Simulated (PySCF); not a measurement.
## Vibration and rotation of BeSe

RHF-CCSD(T) constants of BeSe, ¹Σ⁺ (singlet), closed shell (Be cc-pVDZ, Se cc-pVDZ-PP with ECP10; scalar-relativistic core potentials (PySCF 2.14); masses 9.0122 and 79.9165 u):

| Property | Result |
| --- | --- |
| ωe | 832.0 cm⁻¹ |
| ωexe | 4.36 cm⁻¹ |
| Be | 0.5784 cm⁻¹ |
| αe | 0.00429 cm⁻¹ |
| De to Be + Se | 2.27 eV |

What force constant and bond length do these constants imply?

Reduced mass μred = 8.0989 u; k = 5.8918×10⁻⁷·μred·ωe² (u, cm⁻¹, mdyn/Å) = 3.30 mdyn/Å; Re = √(16.8576/(μred·Be)) (u, cm⁻¹, Å) = 1.897 Å.

Estimate the centrifugal constant D from the Kratzer relation and find the Dunham coefficient a1.

D = 4Be³/ωe² = 1.12e-06 cm⁻¹; a1 = −1 − αeωe/(6Be²) = -2.78.

Correlated steps freeze 4 core orbitals. Correlated levels converge slowly with the basis: in double zeta they bind strong bonds too weakly, by up to about 1 eV, and carry superposition errors of some tenths. Where the molecule has an RHF reference, its open-shell atoms are computed with UHF. The CCSD T1 diagnostic is raised, a sign that a single reference may not be enough here.
